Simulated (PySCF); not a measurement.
## Gd³⁸⁺ (gadolinium, charge +38) across methods

[Ar] 3d8, high-spin 3F determinant. Calculation: PySCF 2.14, in an uncontracted even-tempered set (18 s from 6.9 bohr⁻², ratio 2.5; 13 p from 9 bohr⁻², ratio 2.5; 8 d from 9 bohr⁻², ratio 2.5; 4 f from 38 bohr⁻², ratio 2.7; 3 g from 57 bohr⁻², ratio 2.7); scalar relativity by spin-free X2C-1e.

```
method   E (hartree)  mean ε 3p β (eV)  mean ε 3d α (eV)  mean ε 3d β (eV)  Σ⟨r²⟩ (bohr²)   ⟨S²⟩
   PBE     -10307.05           -3138.2           -2798.0           -2789.6         0.9877  2.000
M06-2X     -10308.48           -3170.9           -2829.6           -2818.7         0.9867  2.000
  PBE0     -10307.11           -3154.9           -2813.3           -2804.1         0.9873  2.000
   LDA     -10298.49           -3137.1           -2797.6           -2788.3         0.9882  2.000
r2SCAN     -10307.67           -3145.4           -2803.4           -2795.2         0.9869  2.000
   UHF  -10305.86609           -3202.8           -2857.2           -2845.5         0.9866  2.000
  BP86     -10308.56           -3138.8           -2798.2           -2790.2         0.9873  2.000
```

Spin-orbit coupling is strong in this species (close to jj coupling), so the high-spin LS determinant is a model state, not a physical level.
